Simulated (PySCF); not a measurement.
Electronic structure of Pb (lead, neutral) at the UHF level

Configuration: [Xe] 4f14 5d10 6s2 6p2, high-spin 3P determinant. Computed with PySCF 2.14 in def2-TZVP with the def2 core potential (60 electrons), with scalar relativity through the core potential.

```json
{
  "Total energy": "-191.835522 hartree",
  "One-electron energy": "-335.8450 hartree",
  "Hartree (Coulomb) energy": "159.0466 hartree",
  "Exchange energy": "-15.0371 hartree",
  "⟨S²⟩": "2.0104",
  "⟨L²⟩": "2.021",
  "Sum of ⟨r⟩": "32.38 bohr",
  "Sum of ⟨r²⟩": "66.65 bohr²",
  "Traceless quadrupole moment −½Σ⟨3z² − r²⟩ along its main axis": "5.22 e·bohr²",
  "Time after the integrals": "0.27 s of wall time on 1 thread of Neoverse-V1 (shared host)"
}
```

| shell | electrons | mean orbital energy (hartree) | spread (hartree) | rms radius, mean of both spins (bohr) |
| --- | --- | --- | --- | --- |
| 5s α | 1 | -6.17381 | 0 | 0.925 |
| 5s β | 1 | -6.16962 | 0 | 0.925 |
| 5p α | 3 | -3.85530 | 0.00609 | 1.05 |
| 5p β | 3 | -3.85290 | 0.01489 | 1.05 |
| 5d α | 5 | -1.07567 | 0.01232 | 1.40 |
| 5d β | 5 | -1.06874 | 0.01991 | 1.40 |
| 6s α | 1 | -0.62314 | 0 | 2.56 |
| 6s β | 1 | -0.50329 | 0 | 2.56 |
| 6p α | 2 | -0.25473 | 0 | 3.57 |

Energies and moments cover only the electrons outside the core potential. Spin-orbit coupling is strong in this species (close to jj coupling), so the high-spin LS determinant is a model state, not a physical level.
